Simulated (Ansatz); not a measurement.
The cluster TaS₃⁻. The state is a singlet with charge -1. Geometry PBE-D4/def2-SVPD; atoms count from 1.

Cartesian coordinates in Å:
```
Ta -0.386 0.309 0.186
S -0.593 0.186 -2.040
S -0.600 -1.719 1.109
S 1.579 1.225 0.744
```

In the def2 sets Ta takes a core potential; there is no spin–orbit coupling. The structure comes from a short search, and lower isomers may exist.

Estimate the Mulliken populations from the PBE0/def2-TZVPD orbitals of Ansatz.


```
atom  charge (e)  d electrons
 Ta1        0.74         3.18
  S2       -0.58            –
  S3       -0.58            –
  S4       -0.58            –
```
Mulliken values depend strongly on the basis. With diffuse functions, as here, like atoms can get unlike values, and bond orders can come out too low or too high.

And the Mayer bond orders between heavy atoms (over 0.3)?

Ta1–S2 1.88 (2.24 Å); Ta1–S3 1.88 (2.24 Å); Ta1–S4 1.88 (2.24 Å).
